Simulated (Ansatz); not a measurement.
`[CH3][In]([SiH3])[Cl]` and `[SiH3][In]([Cl])[Cl]` differ in one atom or group.

Ansatz, PBE0-D4/def2-TZVP geometries, multiplicity 1. 

Elements past krypton have def2 core potentials.

| property | `[CH3][In]([SiH3])[Cl]` |
| --- | --- |
| LUMO energy (PBE/def2-TZVPP) / eV | -2.54 |
| HOMO energy (PBE/def2-TZVPP) / eV | -6.31 |
| HOMO energy (ωB97M-V/def2-TZVPP) / eV | -9.43 |
| size of the dipole moment (B3LYP/def2-TZVPP) / D | 3.31 |
| LUMO energy (PBE0/def2-TZVPP) / eV | -1.84 |
| HOMO–LUMO gap (ωB97M-V/def2-TZVPP) / eV | 9.16 |

Problem. Give the same properties after the change, and the shifts. (Estimate.)

Solution. Computed: 
```
                                        property  `[SiH3][In]([Cl])[Cl]`  shift
               LUMO energy (PBE/def2-TZVPP) / eV                   -2.84  -0.30
               HOMO energy (PBE/def2-TZVPP) / eV                   -7.13  -0.82
           HOMO energy (ωB97M-V/def2-TZVPP) / eV                  -10.31  -0.88
size of the dipole moment (B3LYP/def2-TZVPP) / D                    3.88   0.57
              LUMO energy (PBE0/def2-TZVPP) / eV                   -2.16  -0.32
         HOMO–LUMO gap (ωB97M-V/def2-TZVPP) / eV                    9.79   0.63
```

With PBE0 the HOMO falls by 0.88 eV and the LUMO falls by 0.32 eV, so the gap widens by about 0.56 eV. PBE moves the HOMO by -0.82 eV and ωB97M-V by -0.88 eV. Dipoles are sizes alone; their direction can turn.

B3LYP here is the variant with VWN-RPA as its local correlation; programs differ in this.
